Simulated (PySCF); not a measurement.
## Worked example: chemical shift, span and skew from a shielding tensor

CH8Si2, SMILES [SiH3]C[SiH3]. Atoms are numbered in the order given.

```xyz
11

Si     1.4664     0.6553    -0.0051
C      0.2537    -0.7934    -0.1379
Si    -1.5712    -0.3275     0.0624
H      2.8874     0.1857    -0.1741
H      1.1733     1.6795    -1.0687
H      1.3408     1.3190     1.3403
H      0.5151    -1.5491     0.6340
H      0.3902    -1.2827    -1.1264
H     -1.9743     0.6672    -0.9933
H     -1.8053     0.2935     1.4136
H     -2.4541    -1.5410    -0.0641
```

Geometry optimised at PBE-D3(BJ)/def2-SVP.

GIAO shieldings from B3LYP/pcSseg-1 run with PySCF, non-relativistic, no solvent. The symmetric part of the tensor of Si1 has the principal values 374.4, 380.3, 455.4 ppm. The same nucleus in TMS has σ = 338.7 ppm at this level (PySCF, at its B3LYP-D3(BJ)/def2-TZVP geometry).

Task: Work out the isotropic shielding, the ²⁹Si shift against TMS, the span and the skew.

Result: 
σ(iso) = (σ11 + σ22 + σ33)/3 = 403.4 ppm. δ = σ(ref) − σ(iso) = 338.7 − (403.4) = -64.7 ppm.
Span Ω = σ33 − σ11 = 81.0 ppm. Skew κ = 3(σ(iso) − σ22)/Ω = 0.85. Tumbling in solution averages the tensor to δ; in a static solid the shielding alone would spread this spin-1/2 line over Ω.
